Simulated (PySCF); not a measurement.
## Shapes and spin states of FeSe₂

These are results of B3LYP/[Fe def2-SVP, Se def2-SVP], no relativity, density fitting, PySCF, not measurements.

Relaxations began from a few typed shapes and spin states; open shells are unrestricted. The search is not exhaustive: other isomers or separated fragments can lie lower, and high-lying points may rest on an excited occupation.

```tsv
spin	group	bonds	angles	imaginary modes (cm⁻¹)	ΔE (kJ/mol)	ΔE with ZPE (kJ/mol)
quintet	C2v	Fe–Se 2.296 Å (×2), Se–Se 2.521 Å	Fe–Se–Se 56.7° (×2), Se–Fe–Se 66.6°	none	0.0	0.0
quintet (⟨S²⟩ 6.28)	C2v	Fe–Se 2.153 Å (×2)	Se–Fe–Se 110.9°	none	10.0	10.2
quintet (⟨S²⟩ 6.27)	C2v	Fe–Se 2.153 Å (×2)	Se–Fe–Se 110.7°	none	10.3	10.5
broken-symmetry Ms = 2 (⟨S²⟩ 6.81)	C∞v	Fe–Se 2.200 Å, Fe–Se 2.319 Å	Se–Fe–Se 180.0°	34i, 18i	27.2	–
broken-symmetry Ms = 1 (⟨S²⟩ 3.54)	D∞h	Fe–Se 2.285 Å (×2)	Se–Fe–Se 180.0°	none	29.7	28.7
broken-symmetry Ms = 1 (⟨S²⟩ 3.06)	C2v	Fe–Se 2.176 Å (×2)	Se–Fe–Se 109.6°	none	31.3	30.7
broken-symmetry Ms = 1 (⟨S²⟩ 3.29)	C2v	Fe–Se 2.444 Å (×2), Se–Se 2.343 Å	Fe–Se–Se 61.4° (×2), Se–Fe–Se 57.3°	none	73.1	71.9
broken-symmetry Ms = 0 (⟨S²⟩ 1.55)	C2v	Fe–Se 2.286 Å (×2), Se–Se 2.439 Å	Fe–Se–Se 57.8° (×2), Se–Fe–Se 64.5°	none	130.6	130.8
```

The lowest minimum found is the quintet C2v: Fe–Se 2.296 Å (×2), Se–Se 2.521 Å; Fe–Se–Se 56.7° (×2), Se–Fe–Se 66.6°.

For the lowest minimum: with open d or f shells other occupations or spin states may lie lower.

The electron or spin density has lower symmetry than the nuclear frame for the broken-symmetry Ms = 2 (⟨S²⟩ 6.81) C∞v at 27.2 kJ/mol, broken-symmetry Ms = 1 (⟨S²⟩ 3.54) D∞h at 29.7 kJ/mol, broken-symmetry Ms = 0 (⟨S²⟩ 1.55) C2v at 130.6 kJ/mol.
